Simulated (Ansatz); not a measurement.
**Question.** Name a neutral molecule of Al, C, O and H with HOMO–LUMO gap (ωB97M-V/def2-TZVPP) between 9.30 and 9.60 eV and HOMO–LUMO gap (PBE/def2-TZVPP) between 3.15 and 3.45 eV (Ansatz, PBE0-D4/def2-TZVP geometry).

**Answer.** `CO[CH2][AlH][CH3]` (9.40 eV, 3.40 eV); `[CH2]1O[CH2][AlH]1` (9.56 eV, 3.42 eV). Other molecules can fit too; these were computed, each in one conformer that needn't be the lowest.
